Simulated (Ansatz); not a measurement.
C$_{4}$H$_{2}$F$_{2}$Ge, SMILES `C#[C][Ge]([F])([F])[C]#C`, relaxed with RKS PBE0-D4/def2-TZVP in Ansatz from a PBE-D4/def2-SVP geometry. The force threshold is 0.005 eV/Å; the program also tests the step.

The species carries charge 0 and has multiplicity 1.

Start:

```xyz
9

C    -1.264   -1.623   -1.796
C    -0.616   -0.720   -1.277
Ge    0.380    0.648   -0.452
F    -0.301    2.192   -0.883
F     1.989    0.666   -1.119
C     0.489    0.519    1.422
C     0.551    0.414    2.642
H    -1.836   -2.418   -2.258
H     0.608    0.323    3.720
```

```csv
step,energy (eV),largest force (eV/Å),largest move (Å)
1,-66117.3977,1.969,0.000
2,-66117.4839,0.331,0.036
3,-66117.4887,0.067,0.011
4,-66117.4888,0.012,0.002
5,-66117.4888,0.003,0.001
```

End:

```xyz
9

C    -1.250   -1.604   -1.788
C    -0.614   -0.722   -1.273
Ge    0.373    0.634   -0.444
F    -0.300    2.154   -0.866
F     1.958    0.653   -1.100
C     0.488    0.515    1.421
C     0.551    0.418    2.618
H    -1.814   -2.383   -2.248
H     0.609    0.335    3.680
```

It took 20 s on 4 threads of an AMD EPYC 9R14 on a shared host, with 0.81 GiB of host memory at the peak.
